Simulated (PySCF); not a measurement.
Compound: C5H9OPS.
Cartesian coordinates in Å at the GFN2-xTB level; atoms count from 1:
```xyz
17
C5H9OPS angstrom
C     -1.7194   -0.2520    1.4739
C     -1.6526    0.3783    0.0906
P     -0.6510   -0.6999   -1.0366
S     -1.1735   -2.5635   -1.1826
C      0.2578    0.2893   -2.2499
C      1.0331   -0.0544   -1.2063
O      2.2841   -0.0220   -0.8035
C      2.5290   -0.5667    0.4838
H     -2.3848    0.3149    2.1214
H     -0.7311   -0.2842    1.9312
H     -2.0936   -1.2721    1.3984
H     -1.2024    1.3720    0.1063
H     -2.6530    0.4456   -0.3469
H      0.3352    0.7427   -3.2156
H      3.6035   -0.7220    0.5564
H      2.2055    0.1312    1.2621
H      2.0060   -1.5193    0.6072
```

Computed, not measured: TDDFT CAM-B3LYP/def2-SVPD, vertical, gas phase, core orbitals frozen in the response in PySCF.

Transition dipole moments from the ground state, in atomic units and in the frame of the coordinates above (overall signs are arbitrary), for the states with f of 0.002 or more among the lowest 7:

| state | E (eV) | μx | μy | μz |
| --- | --- | --- | --- | --- |
| S1 | 5.301 | -0.093 | -0.023 | -0.083 |
| S2 | 5.316 | -0.156 | 0.115 | -0.018 |
| S3 | 5.441 | -0.108 | -0.370 | 0.132 |
| S4 | 5.644 | -0.025 | 0.279 | 0.270 |
| S5 | 5.808 | -0.610 | -0.596 | 0.234 |
| S6 | 5.886 | -0.246 | 0.141 | 0.065 |
| S7 | 6.287 | -0.487 | -0.029 | -0.348 |

**Question.** What oscillator strength does each state have?

**Answer.** f = (2/3) ΔE |μ|² with ΔE in hartree (27.2114 eV).

```json
{"state": "S1", "|μ|² (au)": "0.016", "|μ| (D)": "0.32", "f": "0.002"}
{"state": "S2", "|μ|² (au)": "0.038", "|μ| (D)": "0.50", "f": "0.005"}
{"state": "S3", "|μ|² (au)": "0.166", "|μ| (D)": "1.04", "f": "0.022"}
{"state": "S4", "|μ|² (au)": "0.152", "|μ| (D)": "0.99", "f": "0.021"}
{"state": "S5", "|μ|² (au)": "0.782", "|μ| (D)": "2.25", "f": "0.111"}
{"state": "S6", "|μ|² (au)": "0.085", "|μ| (D)": "0.74", "f": "0.012"}
{"state": "S7", "|μ|² (au)": "0.359", "|μ| (D)": "1.52", "f": "0.055"}
```

**Question.** What angle do the transition dipoles of S3 and S4 make?

**Answer.** |cos θ| = |μa·μb| / (|μa| |μb|) = 0.41, so θ ≈ 66° (taken between 0 and 90°, since the signs are arbitrary).

**Question.** What peak molar absorption coefficient would the strongest computed level give as a lone Gaussian band 0.3 eV wide at half height?

**Answer.** ε(max) = 2.175×10⁸ f / FWHM, with the width in cm⁻¹. S5: 2.175×10⁸ × 0.1113 / 2420 ≈ 10000 L mol⁻¹ cm⁻¹.

One conformer stands for the species.
